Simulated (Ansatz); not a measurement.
An input meant for the cluster Ca₂O⁺ (charge 1, doublet).

```yaml
crystal:
  periodic: [false, false, false]
  atoms:
    - {symbol: Ca, position_ang: [-0.870524, 0.800671, -1.600175]}
    - {symbol: Ca, position_ang: [0.872177, -0.799603, 1.599753]}
    - {symbol: O, position_ang: [-0.001652, -0.001068, 0.000422]}
basis:
  gaussian: {orbitals: def2-mTZVPP, fitting: {mean_field: cc-pVTZ-jkfit}}
total_charge: 1
magnetization: {spin_polarized: true, initial_magnetization: 1}
hamiltonian: {xc: {name: BHLYP}, dispersion: d3bjatm}
charge: 1
output: {forces: true}
```

```sh
$ ansatz run in.yaml --threads 4 --pin off --events-out ev --progress --plain --max-ram 3916MiB
```

Output, abridged:

```
Error: YAML parse error: error: line 12 column 1: unknown field `charge`, expected one of crystal, accuracy, basis, kpoints, hamiltonian, magnetization, projection, total_charge, correlation, batch, efield, external_charges, scf, relax, neb, saddle, md, ramp, phonons, dielectric, real_time, elastic, magnetic_configurations, gw, evaluate, workflow, output, checkpoint, execution
10 | magnetization: {spin_polarized: true, initial_magnetization: 1}
11 | hamiltonian: {xc: {name: BHLYP}, dispersion: d3bjatm}
12 | charge: 1
13 | output: {forces: true}
```

(1) Something in this input is off. What?

Results:

(1) The input holds a key that doesn't belong there (the charge goes under total_charge). The program refused the input.
